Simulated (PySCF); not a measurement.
Electron correlation in Co²⁺ (cobalt, charge +2)

[Ar] 3d6 4s1, high-spin 6D determinant (an excited configuration). Calculation: PySCF 2.14, in aug-cc-pVQZ (9s8p6d4f3g2h, 140 functions); no relativity, point nucleus. Frozen: [Ar]; 7 electrons correlated.

MP2 pair energies summed by pair of shells (mhartree):

```tsv
pair	energy	share (%)
3d-3d	-131.54	86.8
3d-4s	-19.99	13.2
```

Total MP2 correlation energy: -151.53 mhartree.

Same-spin part -90.12 and opposite-spin part -61.41 mhartree; SCS-MP2 scales them by 1/3 and 6/5 to -103.73 mhartree.
